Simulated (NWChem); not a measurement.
Species: Si2H4F2; SMILES F[SiH2][SiH2]F

```xyz
8

Si    -1.1374     0.3034     0.3642
F     -1.9070    -0.4164    -0.8991
Si     1.1374    -0.3034     0.3642
F      1.9070     0.4164    -0.8991
H     -1.3101     1.7921     0.2446
H     -1.7747    -0.1710     1.6439
H      1.3101    -1.7921     0.2446
H      1.7747     0.1710     1.6439
```
Atoms are numbered in this order, from 1.

Program: NWChem. The geometry was optimised at PBE-D3(BJ)/def2-SVP. Atomic charges in e: unrestrained fits to the electrostatic potential beside Mulliken populations; buried atoms are poorly determined by the fit.

Question: Predict the results for B3LYP/def2-SVP. Quantities: ESP Si1; Mulliken Si1; ESP F2; Mulliken F2; ESP Si3; Mulliken Si3; ESP F4; Mulliken F4; relative RMS misfit of the potential (%).

Answer: 
```yaml
ESP Si1: 0.51
Mulliken Si1: 0.54
ESP F2: -0.29
Mulliken F2: -0.35
ESP Si3: 0.51
Mulliken Si3: 0.54
ESP F4: -0.29
Mulliken F4: -0.35
relative RMS misfit of the potential (%): 29
```
